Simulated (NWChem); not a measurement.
# AlHOClF; SMILES [F][Al]([OH])[Cl]

```xyz
5

Al    -0.0533     0.3901     0.0000
F      1.3261     1.3046     0.0000
Cl     0.1116    -1.6781     0.0000
O     -1.5799     1.0950     0.0000
H     -1.7724     2.0337     0.0000
```
Atoms are numbered in this order, from 1.

All runs: NWChem. Pople sets run with spherical d functions. Geometry: optimised at PBE0/def2-SVP. B3LYP is NWChem's, with the RPA form of VWN correlation. Atomic charges in e: unrestrained fits to the electrostatic potential beside Mulliken populations; buried atoms are poorly determined by the fit.

For level B3LYP/def2-SVP:

ESP Al1: 1.11
Mulliken Al1: 0.90
Mulliken F2: -0.39
ESP O4: -0.79
Mulliken O4: -0.44

Problem. Estimate the same quantities for level Hartree-Fock/6-31G*.

Solution. 
- ESP Al1 = 1.34
- Mulliken Al1 = 1.37
- Mulliken F2 = -0.59
- ESP O4 = -0.92
- Mulliken O4 = -0.93
